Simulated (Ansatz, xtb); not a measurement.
**A geometry optimisation of CH5SiSn with r2SCAN-D4/def2-SVP**

The starting geometry of this gas-phase doublet was built from a drawn formula by distance geometry and a force field; its bonds are those of `[SiH2][CH2][SnH]`.

```xyz
8

C    -1.1149   -1.4399    0.6644
Si   -2.8925   -0.8513    0.6196
Sn   -0.2228   -1.2242   -1.2611
H    -2.8880    0.5484    0.2218
H    -3.4508   -0.9637    1.9672
H    -0.5323   -0.7870    1.4207
H    -1.0807   -2.4806    1.0216
H    -1.1252   -2.1956   -2.3737
```

**Question.** Where would you expect an optimisation with r2SCAN-D4/def2-SVP to take it?

**Answer.** A new bond forms, giving a structure given below by its coordinates. Distances that change by over a tenth: C1–Sn3 (2.13 → 2.42 Å). Contacts that close: Si2–Sn3 (3.29 → 2.83 Å).

The energy falls by 0.83 eV over 23 steps:

```csv
step,E − E(last) (eV)
1,0.833
3,0.502
6,0.491
8,0.488
11,0.402
13,0.176
16,0.024
18,0.007
21,0.000
23,0.000
```

Final geometry (Å):

```xyz
8

C    -0.9018   -1.3176    0.9198
Si   -2.5285   -0.6473    0.5841
Sn   -0.6581   -1.1219   -1.4810
H    -2.8000    0.7880    0.8602
H    -3.7257   -1.5217    0.5443
H    -0.1386   -0.6712    1.3681
H    -0.7828   -2.3877    1.1282
H    -1.7717   -2.5144   -1.6432
```

From the same start GFN2-xTB reaches the same bonding as this run.

The end wasn't checked by frequencies. Open shells are spin-unrestricted. Atoms past krypton carry core potentials, without spin–orbit terms. Run with Ansatz 0.2.0, 72 s on 2 threads of Intel(R) Xeon(R) 6975P-C (Granite Rapids), with other jobs on the host.
